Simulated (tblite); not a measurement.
Compound: C3H8O2Si2.
Geometry (GFN2-xTB, Å), atoms numbered from 1 in this order:
```xyz
15
C3H8O2Si2 angstrom
C      2.9316    1.0247    0.4019
C      2.1789   -0.0629    0.4886
C      0.7406   -0.0324    0.1454
O      0.1672    0.9633   -0.2434
O      0.1439   -1.1901    0.3036
Si    -1.4934   -1.4603   -0.0113
Si    -2.4019    0.5346   -0.7242
H      2.4991    1.9561    0.0740
H      3.9791    1.0217    0.6503
H      2.5586   -1.0205    0.8125
H     -1.8776   -2.0158    1.2892
H     -1.3587   -2.5828   -0.9444
H     -1.8538    1.0163   -1.9910
H     -2.3854    1.5853    0.2924
H     -3.8325    0.2708   -0.9902
```

Computed with GFN2-xTB (tblite): harmonic, unscaled wavenumbers at the GFN2-xTB geometry, gas phase. Errors from tens to a few hundred cm⁻¹ against measured bands are possible. Modes of hydrogen on silicon can be 10 to 20 % off. One conformer, not necessarily the lowest.

Harmonic wavenumbers (cm⁻¹): 37.6, 61.8, 97.4, 129.0, 190.0, 255.8, 287.0, 347.8, 387.6, 461.8, 471.1, 502.7, 525.8, 639.3, 649.1, 696.4, 714.7, 772.0, 773.3, 804.5, 844.5, 853.9, 916.9, 919.4, 1017.5, 1051.7, 1205.1, 1289.0, 1375.4, 1667.7, 1698.7, 2128.3, 2211.3, 2238.1, 2259.0, 2265.6, 3090.2, 3101.2, 3137.2.

A = 3628, B = 1070, C = 842.2 MHz; mass 132.006 u (most abundant isotopes); point group Cs, symmetry number 1.

Q: Zero-point energy?

A: Half the sum of the wavenumbers: 21038 cm⁻¹ = 251.67 kJ/mol.

Q: Give the ideal-gas entropy at 298.15 K and 1 bar in the rigid-rotor, harmonic-oscillator model (classical rotation).

A: Translation 169.75, rotation 121.24, vibration 123.33: S = 414.3 J/(mol K).

Q: And Cp and H(298.15 K) − H(0)?

A: Cp = 159.63 J/(mol K), of which vibrations give 126.38 (their classical limit is 39 R = 324.3); H(298.15 K) − H(0) = 29.03 kJ/mol without the zero-point energy, 19.12 from vibrations.

Q: Blend soft modes into free rotors: weight 1/[1 + (100 cm⁻¹/ν̃)⁴] for the oscillator and the rest for a rotor with moment μB/(μ + B), μ = h/(8π²ν), B = 10⁻⁴⁴ kg m². What vibrational entropy results?

A: 111.37 J/(mol K) in place of 123.33, which changes −T·S at 298.15 K by +3.57 kJ/mol.

Q: What must be added to the electronic energy to get the Gibbs energy at 298.15 K and 1 bar?

A: ZPE + [H(298.15 K) − H(0)] − T·S = 251.67 + 29.03 − 123.53 = 157.17 kJ/mol.

Q: Which modes carry the vibrational entropy at 298.15 K?

A: 37.6 cm⁻¹: 22.52; 61.8 cm⁻¹: 18.40; 97.4 cm⁻¹: 14.67; 129.0 cm⁻¹: 12.39; 190.0 cm⁻¹: 9.32; 255.8 cm⁻¹: 7.07 J/(mol K); the other 33 give 38.96 together.

Q: How do the functions run with temperature in this model?

A: 
| T (K) | S (J/(mol K)) | Cp (J/(mol K)) | H − H(0) (kJ/mol) | G − H(0) (kJ/mol) | ln q(vib) |
| --- | --- | --- | --- | --- | --- |
| 100 | 292.8 | 76.6 | 5.50 | -23.78 | 1.98 |
| 200 | 358.9 | 119.5 | 15.28 | -56.50 | 4.58 |
| 300 | 415.3 | 160.3 | 29.33 | -95.27 | 7.17 |
| 500 | 511.9 | 218.1 | 67.66 | -188.32 | 12.23 |
| 800 | 626.5 | 268.5 | 141.38 | -359.84 | 19.15 |
| 1000 | 688.8 | 289.5 | 197.30 | -491.53 | 23.28 |

q(vib) and H(0) count from the zero-point level.

Hindered rotation and anharmonicity are outside this model. Other conformers, if any are populated, would add a mixing term that is left out.
